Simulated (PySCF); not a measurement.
C3H3, SMILES [CH2]C#C, multiplicity 2.

Geometry optimised at r2SCAN-D4/def2-TZVP. The isomer is the one that the SMILES or the coordinates give; other isomers of the formula were not compared.

The numbers are results of SMD-PBE0/def2-SVP run with PySCF, not measurements.

Solvation free energies are E(SMD) − E(gas) at the gas-phase geometry, for 1 M in both phases. In vacuum the dipole moment is 0.09 D.

```json
[
 {"solvent": "water", "ΔG(solv) (kcal/mol)": "…", "its non-electrostatic (CDS) part": "…", "dipole (D)": "…"},
 {"solvent": "chlorobenzene", "ΔG(solv) (kcal/mol)": "-2.4", "its non-electrostatic (CDS) part": "0.3", "dipole (D)": "0.21"},
 {"solvent": "dimethylsulfoxide", "ΔG(solv) (kcal/mol)": "-0.8", "its non-electrostatic (CDS) part": "2.8", "dipole (D)": "0.25"}
]
```

Task: Fill in the missing entries. (The exact figures need the calculation; the answer reports its results.)

Result: 
- water, ΔG(solv) (kcal/mol): 0.6
- water, its non-electrostatic (CDS) part: 4.3
- water, dipole (D): 0.25
